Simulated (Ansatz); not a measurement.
`BrC1=NCO1`. The species carries charge 0 and has multiplicity 1. Geometry: relaxed with PBE0-D4/def2-TZVP.

```xyz
7

Br    1.856   -1.720   -1.097
C     0.665   -0.502   -0.380
N     0.701    0.767   -0.257
C    -0.610    0.566    0.361
O    -0.514   -0.886    0.152
H    -1.446    0.979   -0.203
H    -0.652    0.797    1.425
```

(1) What is the dipole moment at PBE/def2-TZVPP? (An estimate is asked.)

(2) And with r2SCAN, B3LYP, ωB97M-V? (Estimate.)

(3) Give the Mulliken charges with PBE, r2SCAN, B3LYP in def2-TZVPP. (An estimate is asked.)

## Answers

(1) Computed: 1.46 D, with components (-1.31, -0.07, 0.63) D in this frame, pointing from negative to positive charge.

(2) The calculation gave: r2SCAN 1.51 D, B3LYP 1.41 D, ωB97M-V 1.39 D.

(3) Computed: 
```
atom    PBE  r2SCAN  B3LYP
 Br1   0.04    0.03   0.04
  C2   0.12    0.22   0.18
  N3  -0.24   -0.34  -0.28
  C4   0.11    0.26   0.14
  O5  -0.23   -0.30  -0.30
  H6   0.10    0.07   0.11
  H7   0.10    0.07   0.11
```

B3LYP here is the variant with VWN-RPA as its local correlation; programs differ in this.
